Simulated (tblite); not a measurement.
Run record: tight-binding relaxation, `C[C](C)(C)[GeH2][SH]`.

Computed with GFN2-xTB geometry optimisation, gas phase (tblite 0.8.0). Start geometry: from a force field or distance geometry. The command runs a driver script over a list of jobs; the input below is this job's line of settings and its coordinates in Å.

Command:
```bash
OMP_NUM_THREADS=1 python probes_run.py task.json out
```

Input:
```
{"job": {"kind": "relax", "xc": "GFN2-xTB", "basis": "xTB"}, "charge": 0, "multiplicity": 1}
C      0.397200    -1.074900    -0.737100
C     -0.346500     0.013800     0.041000
C     -1.492500     0.413700    -0.847900
C     -0.819900    -0.636800     1.310300
Ge     0.916600     1.448200     0.351500
S      2.919600     0.526200     0.617700
H     -0.358900    -1.583800    -1.390600
H      0.862400    -1.728500     0.005000
H      1.146500    -0.551700    -1.338800
H     -2.070400    -0.520800    -1.086500
H     -1.106800     0.763300    -1.838300
H     -2.162200     1.148900    -0.362400
H     -1.294400     0.133100     1.959700
H     -1.500800    -1.489300     1.089000
H      0.070800    -1.097000     1.814400
H      1.035000     2.411300    -0.851700
H      0.625300     2.272000     1.612500
H      3.170200    -0.441300    -0.359700
```

Output:
```
step      E/eV     max force
  0    -540.20264    1.474
  1    -540.38643    1.037
  2    -540.51419    0.696
  3    -540.57567    0.759
  4    -540.70301    0.608
  5    -540.74808    0.462
  6    -540.77701    0.336
  7    -540.79903    0.439
  8    -540.81729    0.376
  9    -540.83377    0.322
... (106 lines left out)
116    -540.97864    0.025
117    -540.97878    0.030
118    -540.97895    0.030
119    -540.97908    0.022
120    -540.97916    0.018
121    -540.97920    0.014
122    -540.97923    0.015
123    -540.97927    0.013
124    -540.97931    0.011
125    -540.97932    0.009
```

«max force» is the largest atomic force in eV/Å.

**Question.** From which step on does the largest force stay under 0.1 eV/Å, and how much energy is left to gain from there?

**Answer.** From step 38 (0.098 eV/Å), 11.9 meV above the end.

Summary of the converged run: energy lowered by 17.9 kcal/mol over 125 steps; largest atomic force 0.009 eV/Å at the end.

**Question.** Give the final coordinates.

**Answer.** 0.375 Å rms from the input after alignment:
```
atom  x, y, z in Å
C1     0.3189   -1.1842   -0.9226
C2    -0.3280   -0.1143   -0.0519
C3    -1.5286    0.4862   -0.7711
C4    -0.7601   -0.7141    1.2792
Ge5    1.0030    1.3815    0.2913
S6     2.9088    0.7078    1.1959
H7    -0.4016   -1.9646   -1.1655
H8     1.1575   -1.6488   -0.4034
H9     0.6819   -0.7533   -1.8563
H10   -2.2784   -0.2813   -0.9596
H11   -1.2303    0.9165   -1.7259
H12   -1.9846    1.2708   -0.1691
H13   -1.2276    0.0437    1.9073
H14   -1.4787   -1.5177    1.1205
H15    0.0962   -1.1235    1.8150
H16    1.3370    2.1209   -0.9977
H17    0.4639    2.4181    1.2518
H18    3.2420   -0.0371    0.1503
```

The run took 0.72 s wall on Arm Neoverse V2, one thread, shared host with 32 logical CPUs at a one-minute load of 30.
Labels such as C1 count atoms from 1, the log's own numbers from 0.
